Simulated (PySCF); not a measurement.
A structure optimised at PBE0-D3(BJ)/def2-SVP, used in a PySCF frequency run:

```xyz
9

Cl     2.0224    -0.4007     0.0000
Si     0.2549     0.6299     0.0000
N     -0.7965     0.1162     1.3465
C     -1.8272    -0.3526     0.7638
C     -1.8272    -0.3526    -0.7638
N     -0.7965     0.1162    -1.3465
H      0.5174     2.0863     0.0000
H     -2.6946    -0.7446     1.3224
H     -2.6946    -0.7446    -1.3224
```
Charge 0, spin multiplicity 1.

### Question
Write its SMILES, formula and point group.

### Answer
Cl[SiH]1N=CC=N1, C2H3ClN2Si, Cs

### Question
What are its rotational constants (standard atomic weights)?

### Answer
5.3839, 1.7739, 1.5422 GHz
